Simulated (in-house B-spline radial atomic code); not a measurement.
A run on Zr5+ that did not converge. Method: scalar-relativistic (X2C) wB97X, spin-polarised, spherical fractional occupations, Fermi nucleus of rms radius 4.2694 fm; computed with an all-electron radial atomic-structure program (B-spline basis).

Command:
```bash
python run_scf.py task.json out
```
Settings (nuclear radius in fm, mass in u):
```
Z                40
configuration    [Ar] 3d9.125 4s2 4p5.875
hamiltonian      x2c
method           wb97x
spin_polarised   True
nucleus          fermi
rms_radius       4.2694
atomic_mass      89.9047
speed_of_light   137.035999084
```

First and last ten iterations of the last attempt (damped for 15 steps, keeping 80 % of the old Fock matrix, then DIIS):
```
 iter        energy (Eh)    residual
    1       -3582.087276    4.35e-01
    2       -3586.202370    3.02e-01
    3       -3586.811884    2.05e-01
    4       -3587.110374    1.38e-01
    5       -3587.255280    9.40e-02
    6       -3587.325215    6.39e-02
    7       -3587.358864    4.33e-02
    8       -3587.375047    2.92e-02
    9       -3587.382846    2.04e-02
   10       -3587.386621    1.53e-02
  111       -3587.390293    3.84e-06
  112       -3587.390293    4.51e-06
  113       -3587.390293    3.87e-06
  114       -3587.390293    3.87e-06
  115       -3587.390293    3.92e-06
  116       -3587.390293    2.92e-06
  117       -3587.390293    1.94e-06
  118       -3587.390293    3.07e-06
  119       -3587.390293    2.61e-06
  120       -3587.390293    3.10e-06
 not converged after 120 iterations
```

The smallest residual met was 1.1e-06; the threshold is about 4e-07. Over the last five steps the energy moves by less than 4e-08 hartree, but the orbitals didn't meet the threshold. Run time, properties included: 12 s on 1 thread of Arm Neoverse V2, with other jobs on the host.
